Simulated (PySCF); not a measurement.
System: sum formula GeCl$_{3}$F, charge 0, multiplicity 1. SMILES: [F][Ge]([Cl])([Cl])[Cl]
Structure (B3LYP-D3(BJ)/def2-TZVP (Ansatz) minimum search):
```xyz
5

F      0.0235    -0.0797     1.9082
Ge     0.0023    -0.0078     0.1874
Cl    -1.6640    -1.1416    -0.4823
Cl     1.8287    -0.8353    -0.5126
Cl    -0.1816     2.0338    -0.3679
```
Charge 0, spin multiplicity 1.

Dispersion corrections to the total energy (kcal/mol) from the dftd3 and dftd4 libraries through PySCF: D3(BJ) without and D4 with the three-body term, each with the damping fitted for the functional named.

| functional | D3(BJ) | D4 |
|---|---|---|
| B2GP-PLYP | -4.87 | -2.04 |
| r2SCAN | -1.09 | -1.04 |
| PBE | -3.88 | -4.69 |
| B3LYP | ? | -7.74 |
| PW6B95 | -2.84 | -3.82 |
| B2PLYP | ? | -3.28 |
| BHLYP | ? | -6.91 |

Complete the blanks.


- B3LYP, D3(BJ): -7.72
- B2PLYP, D3(BJ): -4.10
- BHLYP, D3(BJ): -6.85
